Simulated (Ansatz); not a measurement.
CH3ClFSc (`[CH3][Sc]([F])[Cl]`), 7 atoms. Total charge 0; spin multiplicity 1. Correlated methods include outer-core shells of Sc, which these sets cover unevenly. Scalar relativity is left out up to krypton. All runs use 4 threads of a server CPU on a shared host. Correlated methods freeze the cores.

(1) Give the basis size and wall time and peak host memory of each of these runs in Ansatz. RKS ωB97M-V/def2-QZVPP energy; RKS PBE0-D4/def2-TZVP relaxation (8 steps); RKS PBE0-D4/def2-TZVP frequencies; RKS ωB97M-V/def2-SVP energy; RHF-CCSD(T)/def2-SVP energy; RKS B3LYP-D4/def2-TZVPP energy and forces; RKS B97M-V/def2-TZVPP energy; RKS PBE-QIDH (frozen core)/def2-TZVPP energy; RHF-MP2/def2-QZVPP energy; RKS PBE0-D4/def2-QZVPP energy; RHF-CCSD(T)/def2-TZVPP energy; RKS SPW92 (LDA)/def2-TZVPP energy. (An estimate is asked.)

Answers

(1) Ansatz gave: Other jobs shared the machine, so times are rough.

| level | job | functions | wall time | peak host memory (GiB) |
| --- | --- | --- | --- | --- |
| RKS SPW92 (LDA)/def2-TZVPP | energy | 210 | 1.1 s | 0.26 |
| RHF-CCSD(T)/def2-SVP | energy | 92 | 3.2 s | 0.34 |
| RKS B3LYP-D4/def2-TZVPP | energy and forces | 210 | 4 s | 0.57 |
| RKS PBE-QIDH (frozen core)/def2-TZVPP | energy | 210 | 4.8 s | 0.5 |
| RKS ωB97M-V/def2-SVP | energy | 92 | 6 s | 0.3 |
| RKS PBE0-D4/def2-QZVPP | energy | 367 | 9 s | 1.1 |
| RKS B97M-V/def2-TZVPP | energy | 210 | 9 s | 0.37 |
| RHF-MP2/def2-QZVPP | energy | 367 | 18 s | 1.5 |
| RKS ωB97M-V/def2-QZVPP | energy | 367 | 22 s | 1.2 |
| RKS PBE0-D4/def2-TZVP | relaxation (8 steps) | 162 | 23 s | 0.41 |
| RKS PBE0-D4/def2-TZVP | frequencies | 162 | 77 s | 0.42 |
| RHF-CCSD(T)/def2-TZVPP | energy | 210 | 87 s | 3 |

B3LYP here is the variant with VWN-RPA as its local correlation; programs differ in this.
